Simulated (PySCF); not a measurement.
FHSSi, SMILES [Si](S)F (connectivity only; charge and spin as stated), neutral, multiplicity 1. Atoms are numbered in the order given.

```xyz
4

Si     0.6719     0.6454     0.0000
F     -0.6939     1.5449     0.0000
S     -0.2574    -1.3139     0.0000
H      0.9565    -1.9175     0.0000
```
Charge 0, spin multiplicity 1.

Geometry: PBE-D3(BJ)/def2-TZVP. One conformer was computed; it need not be the lowest.

All values below come from TDA-LC-ωPBE/def2-SVPD in PySCF.

Vertical excitations. Gas-phase values at a fixed geometry. State labels are in the subgroup Cs.

Computed lowest excited states:
```csv
state,symmetry,energy (eV),λ (nm),f,main pairs
S1,A",4.23,293,0.053,HOMO→LUMO 97 %
S2,A',5.69,218,0.016,HOMO−1→LUMO 80 %
S3,A',6.67,186,0.216,"HOMO→LUMO+1 52 %, HOMO→LUMO+3 24 %"
S4,A",6.86,181,0.006,"HOMO−1→LUMO+2 63 %, HOMO−1→LUMO+7 11 %"
S5,A',7.02,177,0.080,HOMO→LUMO+2 79 %
S6,A",7.45,166,0.018,HOMO−1→LUMO+1 88 %
S7,A',7.64,162,0.876,"HOMO→LUMO+3 45 %, HOMO→LUMO+1 27 %, HOMO→LUMO+7 10 %"
S8,A",7.95,156,0.035,"HOMO−1→LUMO+3 57 %, HOMO−1→LUMO+2 16 %, HOMO−1→LUMO+6 9 %"
S9,A",8.32,149,0.017,"HOMO−3→LUMO 80 %, HOMO−2→LUMO 14 %"
S10,A",8.38,148,0.094,HOMO−2→LUMO 70 %
T1,A",2.38,522,0,HOMO→LUMO 95 %
T2,A',4.53,274,0,HOMO−1→LUMO 96 %
T3,A',4.76,260,0,"HOMO→LUMO+1 69 %, HOMO→LUMO+2 12 %"
T4,A',6.06,204,0,"HOMO→LUMO+3 60 %, HOMO→LUMO+6 22 %"
```
Triplets are in the Tamm–Dancoff approximation.
